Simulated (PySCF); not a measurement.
C₂H₉FOSi₂, SMILES C[SiH2]CO[SiH2]F. Atoms are numbered in the order given.

```xyz
15

C      2.8393    -0.3172     0.2563
Si     1.8529     0.1717    -1.2598
C      0.0952     0.6603    -0.7260
O     -0.4553    -0.4431     0.0076
Si    -2.0018    -0.4651     0.5836
F     -2.1789     0.6591     1.7430
H      2.9717     0.5400     0.9356
H      3.8368    -0.7006    -0.0084
H      2.2991    -1.1052     0.8044
H      2.4654     1.3414    -1.9671
H      1.7546    -0.9688    -2.2213
H      0.1238     1.5684    -0.0919
H     -0.5360     0.9047    -1.6037
H     -2.9725    -0.1146    -0.4887
H     -2.2132    -1.8033     1.1785
```

Coordinates come from a r2SCAN-D4/def2-SVP optimisation. This is a generated structure with no PubChem entry under its InChIKey; it may be hypothetical. One conformer was computed; it need not be the lowest.

Method: SMD-M06-2X/6-31G* (PySCF).

Solvation free energies are E(SMD) − E(gas) at the gas-phase geometry, for 1 M in both phases. In vacuum the dipole moment is 0.87 D.

```csv
solvent,ΔG(solv) (kcal/mol),its non-electrostatic (CDS) part,dipole (D)
water,1.0,5.0,1.07
cyclohexanone,-2.0,0.8,1.00
1-octanol,-2.5,0.8,1.02
```
